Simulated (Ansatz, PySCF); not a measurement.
The pair A = SiH4 (SMILES [SiH4]) (first 5 atoms), B = CH3Cl (SMILES CCl); geometry from B3LYP-D3(BJ)/def2-TZVP.
(charge 0, multiplicity 1):
```xyz
10

Si    -0.04433    -0.18276     0.20917
H      1.43163    -0.12885     0.25234
H     -0.49517    -0.20175    -1.20285
H     -0.61763     1.00633     0.87815
H     -0.52962    -1.40792     0.88265
C     -0.98283    -0.21053     4.00163
Cl     0.79180    -0.14466     3.74286
H     -1.17105    -0.19942     5.07081
H     -1.42798     0.65652     3.52340
H     -1.35735    -1.12607     3.55440
```

Correlated levels freeze the cores. CBS: X⁻³ extrapolation of the correlation energy, Hartree–Fock from the larger set. MP2 and its Hartree–Fock in aug-cc-pV(T+d)Z are density fitted.

The values were computed with Ansatz (a program for electronic structure); PySCF for the dispersion terms. 

The monomers are drawn apart, rigid, along the line of their centres of mass. Counterpoise-corrected interaction energies (kcal/mol):

| level | R = 5.079 Å | R = 6.531 Å |
|---|---|---|
| PBE/def2-TZVPPD | -0.2233 | -0.0339 |
| PBE-D3(BJ)/def2-TZVPPD | -0.5403 | -0.1065 |
| wB97M-V/def2-TZVPPD | -0.4382 | -0.0966 |
| MP2/CBS(aug-cc-pV(D+d)Z, aug-cc-pV(T+d)Z) + ΔCCSD(T)/aug-cc-pV(D+d)Z | -0.4276 | -0.0932 |

**Question.** R is the distance of the centres of mass. Find the local exponent m of E ∝ R⁻ᵐ between the two points.

**Answer.** 
m = ln(E₁/E₂)/ln(R₂/R₁): PBE/def2-TZVPPD 7.5; PBE-D3(BJ)/def2-TZVPPD 6.5; wB97M-V/def2-TZVPPD 6.0; MP2/CBS(aug-cc-pV(D+d)Z, aug-cc-pV(T+d)Z) + ΔCCSD(T)/aug-cc-pV(D+d)Z 6.1. For scale, two fixed dipoles give m = 3, dipole and quadrupole 4, quadrupoles 5, and dispersion or dipole-induced dipole 6 at long range; at these distances several terms mix, and what is left of overlap and damping shifts m, so it need not match one of them.
